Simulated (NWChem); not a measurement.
System meant: CH2F3Ga; SMILES F[C](F)(F)[GaH2]

The following NWChem deck was run.

```
start job
memory heap 200 mb stack 900 mb global 1100 mb
geometry units angstroms noautoz
  Ga    -0.018806    -1.171119     0.117786
  C     -0.004780     0.830834    -0.175192
  F      0.218342     1.466435     0.993946
  F     -1.153969     1.320035    -0.666234
  F      0.969910     1.215409    -1.018547
  H     -1.387313    -1.922023     0.042973
  H      1.360327    -1.838065     0.428452
end
basis spherical
  * library def2-svp
end
dft
  xc pbe0
  iterations 4
  mulliken
end
task dft energy
```

End of the output:

```
    Atom       Charge   Shell Charges
 -----------   ------   -------------------------------------------------------
    1 Ga  31    30.71   2.00  2.00  1.95  0.75  0.32  5.99  5.84  1.07  0.62  7.77  2.03  0.39
    2 C    6     5.91   1.96  0.63  0.35  1.67  0.97  0.34
    3 F    9     9.08   1.98  1.02  0.74  3.22  2.11  0.01
    4 F    9     9.07   1.98  1.02  0.73  3.22  2.11  0.01
    5 F    9     9.07   1.98  1.02  0.73  3.22  2.11  0.01
    6 H    1     1.08   0.60  0.46  0.02
    7 H    1     1.08   0.60  0.46  0.02

 center of mass
 --------------
 x =  -0.00041731 y =  -0.00671958 z =  -0.00043412

 moments of inertia (a.u.)
 ------------------
         928.484912428973           0.000000000000           0.000000000000
           0.000000000000         329.933006329104           0.000000000000
           0.000000000000           0.000000000000         941.098731105523

     Multipole analysis of the density
     ---------------------------------

     L   x y z        total         alpha         beta         nuclear
     -   - - -        -----         -----         ----         -------
     0   0 0 0     -0.000000    -33.000000    -33.000000     66.000000

     1   1 0 0     -0.031680     -0.015840     -0.015840     -0.000000
     1   0 1 0     -0.798368     -0.399184     -0.399184      0.000000
     1   0 0 1     -0.033604     -0.016802     -0.016802      0.000000

     2   2 0 0    -30.228969    -59.276252    -59.276252     88.323534
     2   1 1 0      0.013321     -0.007137     -0.007137      0.027596
     2   1 0 1     -0.020867     -0.027424     -0.027424      0.033982
     2   0 2 0    -29.907955   -200.304616   -200.304616    370.701277
     2   0 1 1      0.060389      0.076007      0.076007     -0.091624
     2   0 0 2    -26.648343    -50.904585    -50.904585     75.160827

 ------------------------------------------------------------------------
 dft energy failed                                                                                  0
 ------------------------------------------------------------------------
 ------------------------------------------------------------------------
  current input line :
    20: task dft energy
 ------------------------------------------------------------------------
 ------------------------------------------------------------------------
 This type of error is most commonly associated with calculations not reaching convergence criteria
 ------------------------------------------------------------------------
 For more information see the NWChem manual at https://nwchemgit.github.io

0:dft energy failed:Received an Error in Communication
```

Problem. Can this run be used? If not, why, and what is the fix?

Solution. Convergence was not reached. Cause: the SCF was allowed too few iterations. This input runs:
```
start job
memory heap 200 mb stack 900 mb global 1100 mb
geometry units angstroms noautoz
  Ga    -0.018806    -1.171119     0.117786
  C     -0.004780     0.830834    -0.175192
  F      0.218342     1.466435     0.993946
  F     -1.153969     1.320035    -0.666234
  F      0.969910     1.215409    -1.018547
  H     -1.387313    -1.922023     0.042973
  H      1.360327    -1.838065     0.428452
end
basis spherical
  * library def2-svp
end
dft
  xc pbe0
  iterations 150
  mulliken
end
task dft energy
```
It converges to -2262.57967 Ha (PBE0/def2-SVP).
